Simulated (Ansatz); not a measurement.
The cluster Mg₃N₂⁺. Charge 1, multiplicity 4. Geometry PBE-D4/def2-SVP; atoms count from 1.

```xyz
5

Mg   -1.1762   -0.4948    0.3554
Mg    1.9850    1.2695   -1.9632
Mg   -2.9094   -2.7145    1.3542
N     0.6819    0.5040    0.0989
N     1.4187    1.4358    0.1547
```

At PBE0-D4/def2-TZVP a doublet of charge 1 lies 0.26 eV below the quartet, each at its own geometry. That doublet is doubtful there (⟨S²⟩ 1.07, where a pure state has 0.75). The structure comes from a short search, and lower isomers may exist.

(1) Estimate the Mulliken populations from the PBE0/def2-TZVP orbitals of Ansatz.

(2) Where does the spin sit?

(3) And the Mayer bond orders between bonded heavy atoms (over 0.3)?

Results:

(1) 
| atom | charge (e) | spin (α − β) |
| --- | --- | --- |
| Mg1 | 0.47 | 0.51 |
| Mg2 | 0.67 | 1.07 |
| Mg3 | 0.31 | 0.52 |
| N4 | -0.22 | 0.41 |
| N5 | -0.22 | 0.49 |
Mulliken values and Mayer orders depend strongly on the basis.

(2) Summed by element: Mg 2.10, N 0.90, of 3 unpaired in all. Largest on single atoms: Mg2 1.07, Mg3 0.52, Mg1 0.51.

(3) Mg1–Mg3 0.86 (2.99 Å); Mg1–N4 0.31 (2.13 Å); Mg2–N5 0.35 (2.20 Å); N4–N5 2.03 (1.19 Å).
